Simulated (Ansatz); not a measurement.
The cluster Hg2TeF2. Charge 0, multiplicity 1. Geometry PBE0-D4/def2-SVP.

```xyz
5

Hg    0.262   -0.447   -0.342
Hg   -1.613    1.297   -0.885
Te    2.190   -2.168    0.390
F    -3.039    2.610   -1.308
F     2.200   -1.292    2.146
```

In the def2 sets Hg, Te take a core potential; there is no spin–orbit coupling. Another isomer (singlet) lies 0.58 eV lower at PBE0-D4/def2-TZVP; other spin states weren't run for this one.

(1) Estimate the orbital energies around the gap (eV) in Ansatz with PBE-D4/def2-TZVP, r2SCAN-D4/def2-TZVP, PBE0-D4/def2-TZVP, r2SCAN0-D4/def2-TZVP.

Answers

(1) 
```tsv
orbital	PBE-D4/def2-TZVP	r2SCAN-D4/def2-TZVP	PBE0-D4/def2-TZVP	r2SCAN0-D4/def2-TZVP
HOMO−5	-9.26	-9.60	-10.61	-10.86
HOMO−4	-8.60	-8.89	-9.92	-10.15
HOMO−3	-7.63	-8.02	-9.50	-9.79
HOMO−2	-7.63	-8.02	-9.50	-9.79
HOMO−1	-6.77	-7.00	-7.69	-7.88
HOMO	-5.71	-5.95	-6.76	-6.93
LUMO	-3.93	-3.80	-3.09	-3.04
LUMO+1	-3.07	-2.94	-2.33	-2.27
LUMO+2	-2.38	-2.19	-1.82	-1.71
LUMO+3	-2.18	-1.96	-1.49	-1.36
LUMO+4	-0.19	0.15	0.45	0.67
LUMO+5	-0.10	0.26	0.60	0.82
```
